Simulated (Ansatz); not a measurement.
`[GeH3][c]1ccccc1` + `N[SiH](O)O` → `O[SiH](O)[NH][GeH3]` + benzene  (ligand exchange at a Ge–C bond)

Gas-phase electronic energies from Ansatz, PBE0-D4/def2-TZVP geometries. CCSD(T)/CBS is the MP2 limit (def2-TZVPP, def2-QZVPP) plus CCSD(T) − MP2 in def2-TZVPP, frozen cores. This one scheme is used for every species. For Ge outer-core shells are correlated without core-valence functions, which leaves a few kJ/mol of doubt a bond. Scalar relativity is left out up to krypton. Each species was taken in one conformer, which may not be the lowest.

`[GeH3][c]1ccccc1`:

Z-matrix (Å, degrees):
```
Ge
C 1 1.945
H 1 1.540 2 110.8
H 1 1.538 2 109.6 3 -119.7
H 1 1.538 2 109.6 3 119.7
C 2 1.393 1 120.7 3 -89.9
C 2 1.393 1 120.7 3 89.3
C 6 1.387 2 120.8 1 179.0
H 6 1.086 2 120.1 1 -1.3
C 7 1.387 2 120.8 1 -179.0
H 7 1.086 2 120.1 1 1.3
C 8 1.387 6 120.0 2 0.1
H 8 1.084 6 119.9 2 179.9
H 10 1.084 7 119.9 2 -179.9
H 12 1.084 8 120.1 6 179.9
```

`N[SiH](O)O`:

```xyz
9

N    -0.933    0.135   -0.833
Si    0.051    0.038    0.568
O     1.198    1.201    0.433
O     0.597   -1.505    0.667
H    -1.623   -0.578   -1.007
H    -1.263    1.034   -1.148
H    -0.574    0.290    1.880
H     1.631    1.291   -0.417
H     0.916   -1.906   -0.143
```

`O[SiH](O)[NH][GeH3]`:

```xyz
12

O     1.967   -0.316    0.412
Si    0.583    0.270    1.064
O    -0.007   -1.006    1.921
N    -0.453    0.814   -0.169
Ge   -0.841   -0.070   -1.741
H     2.357   -1.068    0.860
H     0.829    1.429    1.959
H    -0.874   -0.903    2.317
H    -0.697    1.792   -0.153
H    -2.325    0.161   -2.076
H     0.025    0.455   -2.901
H    -0.566   -1.557   -1.494
```

`c1ccccc1`:

```xyz
12

C    -0.460   -1.158   -0.609
C     0.885   -0.827   -0.676
C     1.346    0.331   -0.067
C     0.460    1.158    0.609
C    -0.885    0.827    0.676
C    -1.346   -0.331    0.067
H    -0.820   -2.064   -1.085
H     1.577   -1.473   -1.205
H     2.397    0.590   -0.119
H     0.820    2.064    1.085
H    -1.577    1.473    1.205
H    -2.397   -0.590    0.119
```

| species | HF/def2-TZVPP energy (Eh) |
| --- | --- |
| `[GeH3][c]1ccccc1` | -2307.30779 |
| `N[SiH](O)O` | -496.27584 |
| `O[SiH](O)[NH][GeH3]` | -2572.81246 |
| `c1ccccc1` | -230.78681 |

Task: Work out ΔE.

Result: ΔE = (-2572.81246) + (-230.78681) − (-2307.30779) − (-496.27584) = -0.01564 Eh = -41.1 kJ/mol. CCSD(T)/CBS gives -23.7 kJ/mol.

Largest T1 diagnostic among the species: 0.011.

In def2-TZVPP, CCSD(T) changes the Hartree–Fock value by +17.3 kJ/mol (the triples alone add +2.8 kJ/mol) and MP2 by +21.0 kJ/mol. From PBE to PBE0 (25 % exact exchange), in def2-TZVPP and without D4, ΔE moves by −3.4 kJ/mol.
